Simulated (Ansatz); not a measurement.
Q: Name a neutral molecule of Br, C, Si and H with LUMO energy (PBE/def2-TZVPP) between -1.30 and -1.00 eV and HOMO–LUMO gap (ωB97M-V/def2-TZVPP) between 11.40 and 11.70 eV (Ansatz, PBE0-D4/def2-TZVP geometry).

A: `C[SiH2]CBr` (-1.27 eV, 11.57 eV). Other molecules can fit too; these were computed, each in one conformer that needn't be the lowest.
